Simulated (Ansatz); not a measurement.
`[BH2][GeH2][O]C` + H–F → `[BH2][GeH2][F]` + CH₃OH  (ligand exchange at a Ge–O bond)

Isolated molecules relaxed with PBE0-D4/def2-TZVP in Ansatz; ΔE leaves out vibrations. CBS: MP2 limit from def2 TZ/QZ plus the TZ coupled-cluster correction, frozen cores. This one scheme is used for every species. Functionals use def2-TZVPP. For Ge outer-core shells are correlated without core-valence functions, which leaves a few kJ/mol of doubt a bond. Scalar relativity is left out up to krypton. One conformer a species, not always the lowest.

Question: Is it downhill or uphill in electronic energy at CCSD(T)/CBS, and by how much? (Estimate.)

Answer: Computed: Downhill: ΔE = -26.6 kJ/mol.

Question: What do these levels give: r2SCAN-D4, PBE0-D4, ωB97M-V, B2PLYP, HF/def2-TZVPP, MP2/def2-TZVPP, SCS-MP2/def2-TZVPP, CCSD/def2-TZVPP, HF/def2-QZVPP, MP2/def2-QZVPP, SCS-MP2/def2-QZVPP, CCSD/CBS(def2)? (An estimate is asked.)

Answer: Ansatz gave: r2SCAN-D4 -35.6, PBE0-D4 -32.4, ωB97M-V -35.2, B2PLYP -36.1, HF/def2-TZVPP -47.0, MP2/def2-TZVPP -23.6, SCS-MP2/def2-TZVPP -29.2, CCSD/def2-TZVPP -29.9, HF/def2-QZVPP -48.6, MP2/def2-QZVPP -23.8, SCS-MP2/def2-QZVPP -29.7, CCSD/CBS(def2) -29.4 kJ/mol.

Largest T1 diagnostic among the species: 0.012.

In def2-TZVPP, CCSD(T) changes the Hartree–Fock value by +19.8 kJ/mol (the triples alone add +2.8 kJ/mol) and MP2 by +23.4 kJ/mol. The D4 term adds +7.7 kJ/mol with B3LYP and +4.3 kJ/mol with PBE0; it sums over pairs of atoms, weighted by their polarisabilities, and B3LYP, whose exchange is more repulsive, gets the larger term.

B3LYP here is the variant with VWN-RPA as its local correlation; programs differ in this.
